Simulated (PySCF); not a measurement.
Gas-phase reaction: O + 2 ZrCl3OH = ZrCl4.H2O + ZrO2 + 2 Cl, at 2000 K and a standard pressure of 1 bar. Level: ωB97M-V/def2-TZVP†.

Method: PySCF energies plus ideal-gas RRHO corrections (1 bar). S°(298 K) at PBE0/def2-TZVP differs from the NASA 1993 table for ZrO2 (-6 J/mol/K); whether the harmonic model or the table's entry is off was not settled. † marks an energy on the PBE0/def2-TZVP geometry and frequencies. Open shells (unrestricted): O (multiplicity 3, electronic degeneracy 9), Cl (multiplicity 2, electronic degeneracy 6); the rest are closed-shell singlets. Spin-orbit splitting is ignored; it lowers the true energy and changes the entropy of O, Cl. Zr: scalar-relativistic def2 core potential, no spin-orbit coupling. Adducts (ZrCl4.H2O) have no counterpoise correction, and HF, PBE, BLYP, B3LYP and PBE0 lack dispersion. ZrCl3OH, ZrCl4.H2O: computed as isolated molecules; such fragments, hydroxides, amides, oligomers or adducts are transient or little studied in the gas. The harmonic model lacks anharmonicity and excited electronic states, which grow with temperature; levels with a mode under 35 cm⁻¹ are left out. Soft modes under 120 cm⁻¹ make the harmonic entropy rough for ZrCl3OH, ZrCl4.H2O.

| species | E (Ha) | H(2000 K) − E (kJ/mol) | S°(2000 K) (J/mol/K) |
|---|---|---|---|
| O | -75.07718 | 41.6 | 201.3 |
| ZrCl3OH | -1503.70415 | 277.0 | 614.5 |
| ZrCl4.H2O | -1964.52689 | 387.6 | 746.0 |
| ZrO2 | -197.48553 | 117.7 | 369.0 |
| Cl | -460.12517 | 41.6 | 207.8 |
E: electronic energy; H − E holds the zero-point and thermal terms. 1 Ha = 2625.5 kJ/mol.

Q: Work out ΔH°, ΔS°, ΔG° and log10 K from these numbers.

A: 1. ΔE = 1×(-1964.52689) + 1×(-197.48553) + 2×(-460.12517) − 1×(-75.07718) − 2×(-1503.70415) = 0.22272 Ha = 584.8 kJ.
2. Δ(H − E) = 1×(387.6) + 1×(117.7) + 2×(41.6) − 1×(41.6) − 2×(277.0) = -7.1 kJ, so ΔH° = 577.7 kJ.
3. ΔS° = 1×(746.0) + 1×(369.0) + 2×(207.8) − 1×(201.3) − 2×(614.5) = 100.3 J/K; the number of gas molecules changes by +1.
4. ΔG° = ΔH° − TΔS° = 577.7 − 2000×(100.3)/1000 = 377.1 kJ.
5. log10 K = −ΔG°/(RT ln 10) = -9.85, with RT ln 10 = 38.29 kJ/mol; at standard pressures the reactants are favoured.
6. A shift of 10 kJ in ΔE would move log10 K by 0.26 here.
For scale, ΔH°(298 K) is 591 kJ at this level, 590 kJ at ωB97X-V/def2-TZVP†, and runs from 384 to 764 kJ over the 17 levels computed.
